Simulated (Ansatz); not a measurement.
The inner images of a band of GeH4Se (6 atoms, charge 0, multiplicity 1) are given out of order.

The calculation used Ansatz 0.2.0, RKS PBE-D4/def2-SVP.

Initial state:

```xyz
6
Properties=species:S:1:pos:R:3
Ge 1.286 0.694 0.300
H -0.810 -0.733 -1.704
Se -1.029 -0.473 -0.253
H 0.685 0.651 1.803
H 1.731 -0.858 0.441
H -1.863 0.718 -0.587
```

Final state:

```xyz
6
Properties=species:S:1:pos:R:3
Ge 0.600 -0.027 0.012
H 0.871 0.319 -1.476
Se -1.637 -0.777 0.311
H 0.895 1.211 0.900
H 1.474 -1.225 0.454
H -2.203 0.498 -0.200
```

Problem. Put them in order from the first end to the last, with their energies above the first end.
A.
```xyz
6
Properties=species:S:1:pos:R:3
Ge 0.651 -0.008 0.085
H 0.511 0.282 -1.414
Se -1.596 -0.829 0.104
H 0.837 1.175 1.077
H 1.612 -1.156 0.471
H -2.015 0.536 -0.324
```
B.
```xyz
6
Properties=species:S:1:pos:R:3
Ge 1.256 0.466 0.132
H -0.360 -0.161 -1.512
Se -1.227 -0.733 -0.428
H 0.702 0.917 1.568
H 1.633 -1.022 0.627
H -2.004 0.533 -0.387
```
C.
```xyz
6
Properties=species:S:1:pos:R:3
Ge 1.121 0.319 0.050
H -0.024 0.057 -1.204
Se -1.347 -0.819 -0.424
H 0.646 1.027 1.376
H 1.621 -1.088 0.560
H -2.017 0.504 -0.359
```
D.
```xyz
6
Properties=species:S:1:pos:R:3
Ge 1.320 0.541 0.221
H -0.728 -0.395 -1.813
Se -1.022 -0.604 -0.375
H 0.675 0.849 1.667
H 1.678 -0.972 0.678
H -1.924 0.581 -0.377
```
E.
```xyz
6
Properties=species:S:1:pos:R:3
Ge 0.864 0.128 0.069
H 0.209 0.176 -1.324
Se -1.471 -0.842 -0.166
H 0.757 1.128 1.245
H 1.638 -1.130 0.511
H -1.998 0.542 -0.335
```

Solution. D (+0.05 eV), B (+0.30 eV), C (+0.35 eV), E (-0.13 eV), A (-1.15 eV).

Time of the run: 37 s on 2 threads of Intel(R) Xeon(R) Platinum 8488C (Sapphire Rapids), with other jobs on the host, peak memory 0.14 GiB.
